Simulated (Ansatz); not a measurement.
Cost and result for the atomization energy of CH₆AlBS₂ (11 atoms, 10 bonds).

Z-matrix (Å, degrees):
```
C
B 1 1.567
H 1 1.094 2 112.3
H 1 1.096 2 108.8 3 -118.7
H 1 1.093 2 112.7 3 123.1
Al 2 2.046 1 139.9 3 -136.3
S 2 2.122 1 120.9 3 -43.6
S 2 1.888 1 121.9 3 30.9
H 6 1.587 2 162.2 1 8.4
H 6 2.029 2 106.8 1 -161.7
H 10 0.782 6 83.4 2 -11.4
```

The species carries charge 0 and has multiplicity 1. The bonds changed during the relaxation, so this is another structure than the one it started from. The geometry is a stationary point of PBE0-D4/def2-TZVP. It is one conformer, not always the lowest. Program: Ansatz. All runs use 4 threads of an Arm Neoverse V2 on a shared host. Times are those of one run each, without the atoms' runs, and a repeat can differ threefold. Electronic energies, without spin–orbit coupling; frozen cores. CCSD(T)/CBS adds CCSD(T) − MP2 in def2-TZVPP to the MP2 limit, and its time is that of the two runs behind it. T1 = 0.014. B3LYP takes the VWN-RPA correlation (the form of Gaussian; ORCA's B3LYP/G).

CCSD(T)/CBS is a level of theory with its own doubt, some kJ/mol a heavy atom from the limit and from the frozen cores, so smaller differences don't rank the functionals.

```json
{"level": "revPBE-D4/def2-TZVPP", "functions": "272", "wall time": "2.4 s"}
{"level": "BLYP-D4/def2-TZVPP", "functions": "272", "wall time": "2.5 s"}
{"level": "PBE0-D4/def2-TZVPP", "functions": "272", "wall time": "3.6 s"}
{"level": "CCSD(T)/def2-SVP", "functions": "112", "wall time": "3.8 s"}
{"level": "CAM-B3LYP-D4/def2-TZVPP", "functions": "272", "wall time": "4.2 s"}
{"level": "B3LYP-D4/def2-TZVPP (with forces)", "functions": "272", "wall time": "5.5 s"}
{"level": "r2SCANh-D4/def2-TZVPP", "functions": "272", "wall time": "6 s"}
{"level": "PBE-QIDH/def2-TZVPP", "functions": "272", "wall time": "6.5 s"}
{"level": "ωB97X-V/def2-TZVPP", "functions": "272", "wall time": "9.5 s"}
{"level": "B97M-V/def2-TZVPP", "functions": "272", "wall time": "10 s"}
{"level": "MP2/def2-QZVPP", "functions": "504", "wall time": "21 s"}
{"level": "CCSD(T)/def2-TZVPP", "functions": "272", "wall time": "2 min"}
{"level": "CCSD(T)/CBS(def2)", "functions": "–", "wall time": "2.4 min"}
```

What atomization energy does each give, and how far from CCSD(T)/CBS? (Best estimate.)

The calculation gave: 
```
                            level  atomization (kJ/mol)  difference from CCSD(T)/CBS  per bond
             revPBE-D4/def2-TZVPP                3503.9                         15.9       1.6
               BLYP-D4/def2-TZVPP                3463.2                        -24.8      -2.5
               PBE0-D4/def2-TZVPP                3520.8                         32.8       3.3
                 CCSD(T)/def2-SVP                3246.4                       -241.6     -24.2
          CAM-B3LYP-D4/def2-TZVPP                3465.0                        -23.0      -2.3
B3LYP-D4/def2-TZVPP (with forces)                3475.0                        -13.0      -1.3
            r2SCANh-D4/def2-TZVPP                3516.0                         28.0       2.8
              PBE-QIDH/def2-TZVPP                3486.6                         -1.4      -0.1
               ωB97X-V/def2-TZVPP                3501.0                         13.0       1.3
                B97M-V/def2-TZVPP                3555.7                         67.7       6.8
                   MP2/def2-QZVPP                3507.8                         19.8       2.0
               CCSD(T)/def2-TZVPP                3384.4                       -103.6     -10.4
                CCSD(T)/CBS(def2)                3488.0                          0.0       0.0
```

From r2SCAN to r2SCAN0 (25 % exact exchange), in def2-TZVPP and without D4, the atomization energy moves by −53.2 kJ/mol: exact exchange takes away binding that semilocal exchange gives to molecules. In def2-TZVPP, CCSD(T) changes the Hartree–Fock value by +902.5 kJ/mol (the triples alone add +72.2 kJ/mol) and MP2 by +965.6 kJ/mol; breaking electron pairs costs correlation energy, which Hartree–Fock lacks. The D4 term adds +53.8 kJ/mol with B3LYP and +28.0 kJ/mol with PBE0; it sums over pairs of atoms, weighted by their polarisabilities, and B3LYP, whose exchange is more repulsive, gets the larger term.
